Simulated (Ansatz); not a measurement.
# Reading a saddle point

A first-order saddle point of SiN$_{2}$H$_{6}$O$_{2}$, singlet, PBE0-D4/def2-TZVP, with one imaginary mode of 1265i cm⁻¹:

```
11
angstrom
Si -0.4686 -0.0354 0.0122
N 1.3205 0.4545 0.1622
N 0.0277 -1.4748 0.6035
H 1.2415 -0.6816 0.5621
O -0.9628 0.1847 -1.5453
O -1.3491 1.0553 0.8600
H 1.8625 0.6133 -0.6766
H 1.5511 1.1464 0.8633
H -0.4597 -2.2904 0.9274
H -0.8406 -0.5870 -2.1012
H -1.9223 1.6149 0.3324
```

Computed with Ansatz 0.2.0 (basis: def2-TZVPP and def2-QZVPP); correlated methods freeze the cores. Extrapolation: Hartree–Fock as exp(−7.88 √X), correlation as X^−2.97.

(1) Which contacts change along the imaginary mode, and what lies on either side? (Judge from chemistry; the calculation decides.)

(2) Which side is lower, and how far does the saddle lie above each? (Judge from chemistry; the value comes from the calculation.)

No T1 diagnostic of these runs exceeds 0.013.

Answers

(1) Computed: The step is SiN₂H₆O₂ ([NH2][Si]([NH2])([OH])[OH]) → SiNH₃O₂ ([NH][Si]([OH])[OH]) + NH₃ (still joined by a long Si–N bond), with the molecules in contact on both sides. Shortening one way: N2–H4; lengthening the same way: Si1–N2, N3–H4.
| pair | one side (Å) | saddle (Å) | other side (Å) |
| --- | --- | --- | --- |
| N2–H4 | 3.02 | 1.21 | 1.02 |
| Si1–N2 | 1.70 | 1.86 | 1.92 |
| N3–H4 | 1.00 | 1.45 | 2.37 |

(2) Computed: The side with Si1–N2, N3–H4 short is lower by 43.05 kcal/mol; the saddle lies 52.23 kcal/mol above it and 9.18 kcal/mol above the other (CCSD(T) at an estimated basis limit (MP2 extrapolated from triple and quadruple zeta, plus CCSD(T) − MP2 in triple zeta); electronic energies).

Labels in which every atom is bracketed show which atoms are joined, not bond orders.

For scale, one of the runs: CCSD(T)/def2-TZVPP, 250 basis functions, launched by `ansatz run in.yaml --threads 8 --pin off --events-out ev --progress --plain --max-ram 19148MiB`. Time: 120 s of wall clock on 8 CPU threads of an Arm Neoverse V1; the host was shared. Peak host memory: 5.6 GiB.
